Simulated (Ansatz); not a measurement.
Compare A (`C=NC[SiH2]C`) with its isomer B (`C=CN(C)[SiH3]`).

Gas-phase electronic energies from Ansatz, PBE0-D4/def2-TZVP geometries. CCSD(T)/CBS is the MP2 limit (def2-TZVPP, def2-QZVPP) plus CCSD(T) − MP2 in def2-TZVPP, frozen cores. Functionals use def2-TZVPP. B3LYP here is the variant with VWN-RPA as its local correlation; programs differ in this. One conformer a species, not always the lowest.

A:

```xyz
14

C    -1.1153    1.3337    1.8018
N    -0.3328    1.2415    0.8194
C     0.7033    0.2474    0.8529
Si    0.3186   -1.1066   -0.4165
C     0.1238   -0.3902   -2.1280
H    -1.0246    0.7127    2.7041
H    -1.9233    2.0633    1.7727
H     0.8476   -0.2053    1.8475
H     1.6493    0.7103    0.5505
H     1.4341   -2.0954   -0.3758
H    -0.9307   -1.7971    0.0101
H     1.0536    0.0768   -2.4613
H    -0.1463   -1.1640   -2.8502
H    -0.6571    0.3730   -2.1272
```

B:

Z-matrix (Å, degrees):
```
C
N 1 1.445
H 1 1.097 2 111.6
H 1 1.096 2 110.6 3 -120.3
H 1 1.092 2 110.1 3 120.3
C 2 1.380 1 117.3 3 62.5
Si 2 1.732 1 119.7 3 -109.5
C 6 1.336 2 126.9 1 -0.3
H 6 1.087 2 113.7 1 179.0
H 7 1.486 2 108.9 1 -48.9
H 7 1.483 2 107.4 1 -169.4
H 7 1.491 2 112.8 1 70.3
H 8 1.081 6 119.4 2 178.7
H 8 1.082 6 123.1 2 -1.2
```

**Question.** Which isomer does CCSD(T)/CBS put lower? Give the gap. (Best estimate.)

**Answer.** Ansatz gave: B, by 18.7 kJ/mol.

**Question.** Give E(B) − E(A) in kJ/mol with B3LYP, r2SCAN-D4, CCSD(T)/def2-TZVPP, LDA (SPW92), B2PLYP, HF/def2-TZVPP, B3LYP-D4. (An estimate is asked.)

**Answer.** Ansatz gave: B3LYP -17.6, r2SCAN-D4 -17.7, CCSD(T)/def2-TZVPP -16.4, LDA (SPW92) -31.5, B2PLYP -19.0, HF/def2-TZVPP -23.5, B3LYP-D4 -21.3. None reverses the order clearly.

**Question.** Does the order hold for the free energy at 298.15 K (harmonic terms from PBE0-D4)? (An estimate is asked.)

**Answer.** Ansatz gave: Yes: G(B) − G(A) = -16.4 kJ/mol, for one conformer each. Modes under 60 cm⁻¹, often nearly free rotors, make the harmonic entropy too high.

Largest T1 diagnostic: 0.012.

From r2SCAN to r2SCAN0 (25 % exact exchange), in def2-TZVPP and without D4, E(B) − E(A) moves by −3.4 kJ/mol. Leaving LDA and LC-ωPBE aside and taking each functional with its dispersion term where it has one, the values, not all of them listed here, spread over 12.5 kJ/mol, from BHLYP-D4 to PBE-D4. LDA lies −20.3 kJ/mol from PBE without D4.
